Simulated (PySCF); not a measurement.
The multiplicity is imposed and other spin states were not computed.

B3LYP has the VWN-RPA correlation part, as in Gaussian. 

Cartesian coordinates (Å):
```xyz
5

Au     0.0079    -0.0268    -0.0210
O      0.4225     1.7903     1.1108
H      0.1946     1.6394     2.0503
H     -0.1852     2.4968     0.8127
Cl    -0.4097    -1.8988    -1.1899
```
Charge 0, spin multiplicity 1.

Estimate the charge on the central atom (Mulliken), HOMO, HOMO–LUMO gap, total energy, LUMO and dipole moment that B3LYP-D3(BJ)/def2-TZVP // PBE-D3(BJ)/def2-SVP (PySCF 2.14.0) returns for this input.


charge on the central atom (Mulliken): 0.23 e
HOMO: -6.94 eV
HOMO–LUMO gap: 4.82 eV
total energy: -672.5334 Ha
LUMO: -2.12 eV
dipole moment: 7.60 D
